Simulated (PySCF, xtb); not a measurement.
NiO3, SMILES [Ni]1([O][O]1)=[O], multiplicity 1.

Harmonic wavenumbers (cm⁻¹) from GFN2-xTB in xtb at its own minimum, in rising order: 165, 206, 487, 663, 907, 1103.

Q: What does B3LYP-D3(BJ)/def2-SVP run with PySCF give at its own minimum? (Estimate from the structure and the level; the computed values follow.)

A: 135, 135, 476, 659, 941, 1119. Paired by order, the mean absolute difference is 28 cm⁻¹ and the zero-point energies are 5.0 and 5.0 kcal/mol.
